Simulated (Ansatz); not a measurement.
Frontier orbitals of CH₄FNbOS, SMILES `[CH3][Nb]([OH])([F])=[S]`.

The species carries charge 0 and has multiplicity 1. Correlated methods include outer-core shells of Nb, which these sets cover unevenly. Nb: def2 effective core potential. Geometry: relaxed with PBE0-D4/def2-TZVP. It is one conformer, not always the lowest. Basis def2-TZVPP, Ansatz.

```tsv
functional	HOMO (eV)	LUMO (eV)	gap (eV)
LDA (SPW92)	-6.81	-3.15	3.66
PBE	-6.63	-2.94	3.69
BLYP	-6.46	-2.82	3.64
r2SCAN	-6.90	-2.84	4.06
PBE0	-7.82	-2.13	5.69
r2SCAN0	-8.00	-2.06	5.94
LC-ωPBE	-10.40	0.09	10.49
ωB97M-V	-9.94	-0.03	9.91
HF	-10.33	1.42	11.75
```

Against PBE, PBE0 changes HOMO and LUMO by −1.18 and +0.81 eV, ωB97M-V by −3.30 and +2.92 eV. A gap of 3.69 eV thus becomes 9.91 eV for the same molecule, so an orbital gap means little without its functional.

LC-ωPBE has ω = 0.4 bohr⁻¹.
